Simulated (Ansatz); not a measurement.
`[OH][Zr]([OH])([OH])[Cl]`. The species carries charge 0 and has multiplicity 1. Correlated methods include outer-core shells of Zr, which these sets cover unevenly. Zr takes the def2 core potential.

```xyz
8

O    -0.448   -1.768    0.182
Zr    0.294   -0.032   -0.122
O    -0.792    0.933   -1.365
O     0.410    0.927    1.528
Cl    2.481   -0.275   -1.031
H    -0.817   -2.558    0.564
H    -1.461    1.208   -1.985
H     0.333    1.565    2.230
```

**Question.** Give the diagnostics of a CCSD(T)/def2-TZVPP run (frozen core, Ansatz 0.2.0). (An estimate is asked.)

**Answer.** The calculation gave: T1 = 0.0161, largest single amplitude 0.039, largest double 0.021, (T) share of the correlation energy 4.0 %, 10 CCSD cycles. The RHF solution is stable towards an unrestricted one. T1 lies under the customary mark of 0.02 for closed shells.
